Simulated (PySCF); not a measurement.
Ni³⁺ (nickel, charge +3) across methods

[Ar] 3d7, high-spin 4F determinant. Calculation: PySCF 2.14, in aug-cc-pwCVTZ-DK (10s9p7d4f3g, 127 functions); scalar relativity by spin-free X2C-1e.

| method | E (hartree) | mean ε 3p β (eV) | mean ε 3d α (eV) | mean ε 3d β (eV) | Σ⟨r²⟩ (bohr²) | ⟨S²⟩ |
| --- | --- | --- | --- | --- | --- | --- |
| PW91 | -1518.418 | -108.43 | -48.582 | -45.918 | 13.01 | 3.751 |
| UHF | -1517.04958 | -123.93 | -60.199 | -56.175 | 12.74 | 3.753 |
| r2SCAN | -1518.279 | -109.52 | -48.980 | -46.149 | 12.90 | 3.751 |
| BLYP | -1518.385 | -108.21 | -48.385 | -45.829 | 13.05 | 3.751 |
| PBE0 | -1518.080 | -112.58 | -51.636 | -48.626 | 12.91 | 3.751 |
| TPSS | -1518.336 | -108.67 | -48.351 | -46.038 | 12.98 | 3.751 |
| LDA | -1515.469 | -108.48 | -48.772 | -45.747 | 13.03 | 3.751 |
| PBE | -1518.041 | -108.32 | -48.480 | -45.760 | 13.01 | 3.751 |
